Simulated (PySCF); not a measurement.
Radial density of Pm⁺ (promethium, charge +1)

UHF, [Xe] 4f5 6s1, one real determinant. Calculation: PySCF 2.14, in ANO-RCC-VTZP (8s7p5d3f2g1h, 104 functions); scalar relativity by spin-free X2C-1e.

```csv
r (bohr),4πr²ρ (e/bohr),4πr²(ρα − ρβ)
0.0201,78.26,0.0032
0.0338,71.27,0.0059
0.0569,99.37,0.0134
0.0957,93.99,0.0077
0.161,85.07,0.1860
0.271,70.21,1.2872
0.456,38.50,4.1956
0.766,29.43,4.9107
1.29,10.16,2.3289
2.17,3.242,0.3354
3.65,0.4426,0.3269
6.13,0.09164,0.0913
10.3,0.0007023,0.0007
```

Densities and radii are taken from the X2C orbitals without a picture-change correction, which distorts them close to the nucleus.

⟨L²⟩ = 24.03 against 30 for a pure H term, so this real determinant mixes terms. Spin-orbit coupling, absent here, splits the open shell strongly.
